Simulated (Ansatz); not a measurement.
`[Cl][Mg][Br]` + H–F → `[F][Mg][Br]` + HCl at 700 K and 1 bar (ligand exchange at a Mg–Cl bond).

Isolated molecules relaxed with PBE0-D4/def2-TZVP in Ansatz; ΔE leaves out vibrations. CCSD(T)/CBS adds triple-zeta CCSD(T) − MP2 to the extrapolated MP2 energy (def2 sets, frozen cores). This one scheme is used for every species. For Br, Mg outer-core shells are correlated without core-valence functions, which leaves a few kJ/mol of doubt a bond. Scalar relativity is left out up to krypton.

| species | CCSD(T)/CBS energy (Eh) | H − E (kJ/mol) | S (J/(mol·K)) |
| --- | --- | --- | --- |
| `[Cl][Mg][Br]` | -3233.14611 | 44.5 | 340.2 |
| H–F | -100.39570 | 45.2 | 198.5 |
| `[F][Mg][Br]` | -2873.15166 | 45.1 | 326.4 |
| HCl | -460.38127 | 38.4 | 211.8 |

H − E and S are ideal-gas, rigid-rotor, harmonic terms from PBE0-D4/def2-TZVP. 1 Eh = 2625.50 kJ/mol, R = 8.31446 J/(mol·K).

Q: By hand: ΔE, ΔH, ΔS and ΔG.

A: ΔE = (-2873.15166) + (-460.38127) − (-3233.14611) − (-100.39570) = 0.00888 Eh = 23.3 kJ/mol. Δ(H − E) = 45.1 + 38.4 − 44.5 − 45.2 = -6.2, so ΔH = 17.1 kJ/mol. ΔS = 326.4 + 211.8 − 340.2 − 198.5 = -0.5 J/(mol·K). ΔG = 17.1 − 700 × (-0.5)/1000 = 17.5 kJ/mol.

Q: By hand: the equilibrium constant, and the temperature at which ΔG would vanish if ΔH and ΔS stayed fixed.

A: log₁₀ K = −ΔG/(RT ln 10) = -1.3. ΔH and −TΔS have one sign here, so there is no such temperature.

The number of gas molecules stays the same, so ΔS is small and ΔH decides. A doubt of 5 kJ/mol in ΔE shifts log₁₀ K by 0.4 here. These are equilibria of isolated gas molecules and say nothing of rates. Largest T1 diagnostic: 0.009 (customary marks: 0.02 for closed shells, 0.045 for open ones).

ΔS is within the doubt of such terms, so its sign, and with it that verdict, could turn.
